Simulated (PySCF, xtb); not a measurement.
Se(F)(OSiH3) (FH3OSeSi), SMILES F[Se]O[SiH3].

xtb 6.7.1 with GFN2-xTB at its own geometry gives an orbital gap of 2.62 eV and a dipole moment of 2.27 D.

The structure is a stationary point at PBE-D3(BJ)/def2-SVP. The geometry has at least one imaginary mode, so it is a saddle point at that level. The values are those of a single conformer.

**Question.** What does PBE0/def2-TZVP (PySCF) give? (Estimate from the structure and the level; the computed values follow.)

**Answer.** gap 4.87 eV (levels -6.86 and -1.99 eV), dipole 1.82 D.
